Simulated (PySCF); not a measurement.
The multiplicity is imposed and other spin states were not computed.

B3LYP has the VWN-RPA correlation part, as in Gaussian. 

Cartesian coordinates (Å):
```xyz
19

Ir    -0.0452    -0.0181    -0.0516
O      1.2610     1.5633    -0.3450
H      2.1330     1.5339     0.1061
H      0.9925     2.5052    -0.3942
O     -0.8189     0.6260     1.7595
H     -0.2873     0.7866     2.5676
H     -1.5341     1.2993     1.7444
O     -1.3665    -1.5948     0.1981
H     -1.2414    -2.4906    -0.1807
H     -1.7927    -1.7086     1.0758
O      1.6152    -0.9478     0.7680
H      2.1341    -1.5561     0.1975
H      1.6631    -1.2976     1.6828
O      0.7332    -0.7042    -1.8450
H      1.2775    -0.0871    -2.3814
H      0.2549    -1.2872    -2.4718
O     -1.6961     0.9488    -0.8468
H     -2.4910     0.4112    -1.0568
H     -1.6526     1.6709    -1.5086
```
Charge +3, spin multiplicity 1.

### Question
What is the computed total energy, charge on the central atom (Mulliken) and HOMO (B3LYP-D3(BJ)/def2-TZVP // r2SCAN-D4/def2-SVP run with PySCF)?

### Answer

| Quantity | Result |
|---|---|
| total energy | -562.0951 Ha |
| charge on the central atom (Mulliken) | 1.08 e |
| HOMO | -21.18 eV |
